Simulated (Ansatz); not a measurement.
`CC1=C(I)C1`. The species carries charge 0 and has multiplicity 1. I takes the def2 core potential.

```json
{"atom": "C1", "x (Å)": "0.635", "y (Å)": "-0.948", "z (Å)": "1.006"}
{"atom": "C2", "x (Å)": "-0.023", "y (Å)": "-0.005", "z (Å)": "0.102"}
{"atom": "C3", "x (Å)": "-0.854", "y (Å)": "0.944", "z (Å)": "-0.161"}
{"atom": "I4", "x (Å)": "-2.268", "y (Å)": "2.248", "z (Å)": "0.507"}
{"atom": "C5", "x (Å)": "-0.086", "y (Å)": "0.462", "z (Å)": "-1.339"}
{"atom": "H6", "x (Å)": "1.717", "y (Å)": "-0.787", "z (Å)": "1.008"}
{"atom": "H7", "x (Å)": "0.466", "y (Å)": "-1.978", "z (Å)": "0.676"}
{"atom": "H8", "x (Å)": "0.262", "y (Å)": "-0.842", "z (Å)": "2.026"}
{"atom": "H9", "x (Å)": "0.726", "y (Å)": "1.071", "z (Å)": "-1.741"}
{"atom": "H10", "x (Å)": "-0.577", "y (Å)": "-0.166", "z (Å)": "-2.085"}
```

(1) What are the harmonic wavenumbers in cm⁻¹ at PBE0-D4/def2-TZVP (Ansatz, finite differences of forces, unscaled)? (An estimate is asked.)

(2) Is this a minimum?

(3) Give the ideal-gas thermochemistry at 298.15 K and 1 bar (rigid rotor, harmonic oscillator; point group Cs, symmetry number 1).

(4) Rotational constants (cm⁻¹)?

Results:

(1) Computed: 135, 145, 189, 324, 421, 428, 718, 967, 1015, 1042, 1072, 1104, 1119, 1197, 1397, 1465, 1470, 1519, 1928, 3043, 3047, 3103, 3114, 3135.

(2) Yes, all 24 modes are real.

(3) Zero-point energy 198.0 kJ/mol; H(298) − E = 216.3 kJ/mol; entropy 339.1 J/(mol·K), of which translation 173.6, rotation 116.3, vibration 49.1; G(298) − E = 115.2 kJ/mol.

(4) 0.2801, 0.0401, 0.03556.
